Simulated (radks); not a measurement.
Spherical quantum dot in the effective-mass picture: electrons in a parabolic well V = omega^2 r^2 / 2 with omega = 3.05, all in effective atomic units (hartree* = m*/eps^2 hartree, bohr* = eps/m* bohr), one dielectric constant everywhere. Method: non-relativistic Kohn-Sham, LDA (Slater exchange, Perdew-Wang correlation), spin-polarised, spherical densities; computed with a radial shooting solver with Libxc functionals. Levels are named by radial order and angular momentum (1s, 1p, 1d, 2s, ...), and open shells are averaged over m.

N = 12, configuration 1s2 1p6 1d(up 4, down 0). This is the lowest configuration that the search found. Occupied and some empty levels:

level,occupation,eigenvalue (hartree*),<r> (bohr*)
1s up,1,15.422,0.7811
1s down,1,15.545,0.7728
1p up,3,17.527,1.003
1p down,3,17.692,0.9997
1d up,4,19.791,1.169
1d down,0,19.969,1.170
2s up,0,20.065,1.056
2s down,0,20.189,1.061
1f up,0,22.187,1.306
1f down,0,22.363,1.309
2p up,0,22.574,1.206
2p down,0,22.694,1.209

Energy (hartree*): total 155.445, kinetic 37.162, external 64.373, Hartree 63.302, exchange-correlation -9.3922.
